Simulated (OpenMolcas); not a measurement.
Hf3+ (d1) among equal point charges was computed by CASSCF with the d shell active (OpenMolcas, ANO-RCC-VDZP on the metal). Its lowest spin-free states, and all those of the highest spin:

```csv
2S+1,Degeneracy,E (cm-1)
2,2,0.0
2,2,1444
2,1,8859
```

Task: Is the site octahedral, tetrahedral or cube-like, axial, or of lower symmetry?

Result: The states with 2S+1 = 2 have orbital degeneracies 2, 2, 1. There are pairs but no triples, so the site is axial: not cubic, but with a proper or improper axis of order three or more. The run had Hf3+ among 5 point charges of -1.5 e arranged as a trigonal bipyramid (D3h), 2.4 Å from the ion, with the axial distance 2.592 Å.

Spin-orbit coupling mixes the spin-free states strongly: the lowest level takes only 67 % from its leading state, 2E, which lies 1444 cm-1 above the lowest spin-free state. An orbital doublet at a regular site is open to a Jahn-Teller distortion, which this geometry leaves out. This is an electrostatic model: the charges have no orbitals. No measured value stands beside these numbers.
